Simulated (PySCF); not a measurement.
C₂H₃Cl₃Si, SMILES C=C[Si](Cl)(Cl)Cl.

Geometry optimised at TPSSh-D3(BJ)/def2-SVP. One conformer was computed; it need not be the lowest.

Two levels are set side by side: TDDFT-PBE/def2-SVPD (PySCF) and TDDFT-ωB97X/def2-SVPD (PySCF). Vertical, same geometry. The lowest singlet is HOMO−1→LUMO 99 % with PBE and HOMO−2→LUMO 76 %, HOMO−7→LUMO 16 % with the other functional; states are paired by order. Differences are taken from unrounded values.

```tsv
quantity	TDDFT-PBE
lowest singlet excitation (eV)	5.53
lowest triplet excitation (TDA) (eV)	4.22
first bright state (f over 0.05) (eV)	5.83
its oscillator strength	0.06
```

Q: These are the TDDFT-PBE values. What does TDDFT-ωB97X give? (The exact figures need the calculation; the answer reports its results.)

A: 
```tsv
quantity	TDDFT-ωB97X	TDDFT-PBE minus TDDFT-ωB97X
lowest singlet excitation (eV)	6.94	-1.41
lowest triplet excitation (TDA) (eV)	4.23	-0.01
first bright state (f over 0.05) (eV)	7.15	-1.32
its oscillator strength	0.44	-0.38
```

Functionals without exact exchange tend to place singlet excitations lower, as here. Differences between two approximate levels are no errors against the true value.

Rough cost on one machine, each run with all the roots and properties that it gave: TDDFT-ωB97X against TDDFT-PBE about 20 times.
